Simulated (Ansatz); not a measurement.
Reaction (isomerisation): `[SiH3]C[SiH]1CO1` → `C=C[SiH2]O[SiH3]`

Isolated molecules relaxed with PBE0-D4/def2-TZVP in Ansatz; ΔE leaves out vibrations. CCSD(T)/CBS adds triple-zeta CCSD(T) − MP2 to the extrapolated MP2 energy (def2 sets, frozen cores). Functionals use def2-TZVPP. B3LYP here is the variant with VWN-RPA as its local correlation; programs differ in this. Each species was taken in one conformer, which may not be the lowest.

| level | ΔE (kJ/mol) |
| --- | --- |
| B3LYP-D4 | -191.6 |
| ωB97M-V | -176.2 |

**Question.** What does CCSD(T)/CBS give? (Estimate.)

**Answer.** The calculation gave: -187.9 kJ/mol. The listed levels differ from it by -3.7, 11.7 kJ/mol.

Largest T1 diagnostic among the species: 0.013.

From PBE to PBE0 (25 % exact exchange), in def2-TZVPP and without D4, ΔE moves by −11.2 kJ/mol. In def2-TZVPP, CCSD(T) changes the Hartree–Fock value by +53.8 kJ/mol (the triples alone add +6.6 kJ/mol) and MP2 by +58.8 kJ/mol.
